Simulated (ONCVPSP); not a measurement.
Configuration tests for sulfur (S) (ONCV)

| Property | Result |
| --- | --- |
| Element | S |
| Generator | ONCVPSP 4.0.1 |
| Type | optimised norm-conserving Vanderbilt (ONCV) |
| Functional | PBE |
| Relativity | scalar-relativistic |
| Frozen core | [Ne] |
| Valence charge | 6 |
| Reference configuration | 3s2 3p2 (charge +2) |
| Partial waves | 3s: rc 1.20 bohr, ncon 4, nbas 7, qcut 6 1/bohr, local; 3p: rc 1.25 bohr, ncon 4, nbas 9, qcut 6.2 1/bohr, 2 projectors, debl 3.1 Ha |
| Local potential | the s channel |
| Core correction | Teter function, fcfact 4, rcfact 1.3 |

Energies are relative to the spin-unpolarised reference configuration 3s2 3p2; without spin polarisation the order of configurations can differ from experiment.

```json
{"valence configuration": "3s2 3p4", "charge": "0", "ΔE all-electron (eV)": "-34.052", "error AE − PS (meV)": "+16"}
{"valence configuration": "3s2 3p3", "charge": "+1", "ΔE all-electron (eV)": "-22.284", "error AE − PS (meV)": "+7.0"}
{"valence configuration": "3s2 3p1", "charge": "+3", "ΔE all-electron (eV)": "34.042", "error AE − PS (meV)": "+12"}
```

(1) What are ΔE and the potential's error for 3s2 3p3.5?

Answers

(1) ΔE = -29.393 eV all-electron; the error (AE − PS) is +12 meV.
